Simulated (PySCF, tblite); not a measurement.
Isomers of C2H8N2Si2. Calculated harmonic vibrations of the isolated species, GFN2-xTB (tblite), most abundant isotopes, no scaling. Against measured fundamentals such values can be off by several per cent, at times by over 20. Modes of hydrogen on silicon can be 10 to 20 % off. One conformer each.

Electronic energies: PBE0/pcSseg-1 single points on the GFN2-xTB geometries (PySCF, gas phase).

| SMILES | electronic energy, lowest = 0 (kcal/mol) |
| --- | --- |
| C[SiH2][Si@@H](N)C#N | 0.0 |
| C#C[Si@H](N)N[SiH3] | 10.7 |
| CN([SiH3])[SiH2]C#N | 8.9 |

Task: How do GFN2-xTB zero-point energies change the relative energies?

Result: 
```
              SMILES  ZPE (kcal/mol)  of it from modes above 1550 cm⁻¹  electronic (kcal/mol)  with ZPE, lowest = 0 (kcal/mol)  lowest mode (cm⁻¹)  rings
C[SiH2][Si@@H](N)C#N            59.5                              35.6                    0.0                              0.0                  11      0
 CN([SiH3])[SiH2]C#N            57.7                              32.2                    8.9                              7.0                  33      0
 C#C[Si@H](N)N[SiH3]            57.8                              35.7                   10.7                              9.0                  49      0
```

The zero-point energies span 1.8 kcal/mol, from `CN([SiH3])[SiH2]C#N` to `C[SiH2][Si@@H](N)C#N`. The order is unchanged.

Task: And how do the electronic energies of GFN2-xTB itself compare?

Result: `C[SiH2][Si@@H](N)C#N` 30.7; `CN([SiH3])[SiH2]C#N` 0.0; `C#C[Si@H](N)N[SiH3]` 7.9 kcal/mol, lowest = 0. Against the energies above, taken from the same isomer `C[SiH2][Si@@H](N)C#N`, the largest difference is 39.6 kcal/mol.
